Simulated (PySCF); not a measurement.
PySCF job for H5O4Si, SMILES O[Si](O)(O)[OH2+], charge +1, SMD-ωB97X/6-31G*. Geometry: PBE0-D3(BJ)/def2-SVP. The isomer is the one that the SMILES or the coordinates give; other isomers of the formula were not compared. Other conformers were not sampled.

```python
import numpy as np
from pyscf import gto, scf, dft
from pyscf.solvent import smd

mol = gto.M(
    atom='''
    O     0.42801547   -0.33944658    1.59292112
    Si    0.19788985   -0.05662123    0.03140217
    O     0.05664356   -1.28089659   -1.00466887
    O     0.90018122    1.30234073   -0.45782188
    O    -1.56782840    0.40109666   -0.15017288
    H     0.25233802   -1.17434596    2.04199004
    H     0.77973851   -1.71995710   -1.46691235
    H     1.59437047    1.74864581    0.04211069
    H    -1.86259533    1.32279356   -0.04512984
    H    -2.07040414   -0.04919305   -0.85374874
    ''',
    basis='6-31G*',
    charge=1,
    spin=0,
    max_memory=1600,
    verbose=3,
)
mf = dft.RKS(mol, xc='wb97x').density_fit(auxbasis='def2-universal-jkfit')
mf.grids.level = 3
mf.conv_tol = 1e-9
mf.max_cycle = 100
mf.kernel()
res = {}
for name in ['water', 'ethanol', 'cyclohexanone']:
    s = mf.SMD()
    s.with_solvent.solvent, s.with_solvent.sasa_ng = name, 302
    s.kernel(mf.make_rdm1())
    res[name] = (s.e_tot, s.with_solvent.get_cds(), s.dip_moment(), s.mo_energy, s.converged)
    print(f'SMD {name}: dG(solv) = {(s.e_tot - mf.e_tot) * 627.509474:.3f} kcal/mol, of which CDS {res[name][1] * 627.509474:.3f}')
```

Output:

```
converged SCF energy = -593.17659077956
converged SCF energy = -593.296312972641

WARN: System has nonzero charge 1; the dipole moment is origin-dependent.
Location of origin: [0. 0. 0.]

Dipole moment(X, Y, Z, Debye): -2.47727,  0.02005, -0.53062
SMD water: dG(solv) = -75.127 kcal/mol, of which CDS 3.341
converged SCF energy = -593.294515335881

WARN: System has nonzero charge 1; the dipole moment is origin-dependent.
Location of origin: [0. 0. 0.]

Dipole moment(X, Y, Z, Debye): -2.44880,  0.02411, -0.52851
SMD ethanol: dG(solv) = -73.999 kcal/mol, of which CDS 1.086
converged SCF energy = -593.269491291972

WARN: System has nonzero charge 1; the dipole moment is origin-dependent.
Location of origin: [0. 0. 0.]

Dipole moment(X, Y, Z, Debye): -2.31133,  0.03536, -0.51061
SMD cyclohexanone: dG(solv) = -58.296 kcal/mol, of which CDS -1.980
```

The run converged.
